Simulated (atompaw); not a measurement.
## Plane-wave convergence, PAW (atompaw) potential for Cd

atompaw 4.2.0.5 input, output lines left out:

```
Cd 48
LDA-PW scalarrelativistic loggrid 1500 logderivrange -10 5 376
5 5 4 0 0 0
5 0 1.5
5 1 0.5
0 0 0
c
c
c
v
v
c
c
v
v
c
v
2
2.00 1.60 1.90 1.00
n
n
y
-0.1
n
bloechl sinc
3 0 vpsmatchnc
```

The pseudo-atom Hamiltonian at the reference potential is diagonalised in spherical Bessel functions j_l(qr) that vanish at 20 bohr, with q² up to the cutoff. All-electron valence levels (Ry): 4s -7.8542, 5s -0.4872, 4p -4.9986, 5p -0.1353, 4d -0.9475.

Q: How do the lowest levels (Ry) of each channel move with the cutoff, and are there ghosts?

A:

```
cutoff (Ry)     s #1     s #2     s #3     p #1     p #2     d #1    d #2    f #1    f #2  Σ f·Δε (mRy)
          8  -0.5147  -0.0203   0.0825  -0.3005   0.0122   0.0379  0.1099  0.0979  0.2206       52836.3
         15  -0.6396  -0.1615  -0.0001  -0.4855  -0.0021   0.0326  0.0950  0.0979  0.2206       51603.5
         30  -5.3915  -0.4780  -0.0172  -3.2514  -0.1102  -0.2685  0.0478  0.0979  0.2206       22225.2
         45  -7.0965  -0.4847  -0.0179  -4.4887  -0.1285  -0.7024  0.0450  0.0979  0.2206        7033.3
         60  -7.6482  -0.4865  -0.0181  -4.8263  -0.1331  -0.8740  0.0445  0.0979  0.2206        2183.6
         90  -7.8374  -0.4871  -0.0182  -4.9825  -0.1351  -0.9401  0.0443  0.0979  0.2206         204.5
        140  -7.8539  -0.4872  -0.0182  -4.9983  -0.1353  -0.9473  0.0443  0.0979  0.2206           4.2
        200  -7.8542  -0.4872  -0.0182  -4.9986  -0.1353  -0.9475  0.0443  0.0979  0.2206           0.0
        400  -7.8542  -0.4872  -0.0182  -4.9986  -0.1353  -0.9475  0.0443  0.0979  0.2206           0.0
```

Result: no extra level below or beside the all-electron valence levels (s, p, d, f tested); 10 mRy is reached at 140 Ry and 1 mRy at 160 Ry.
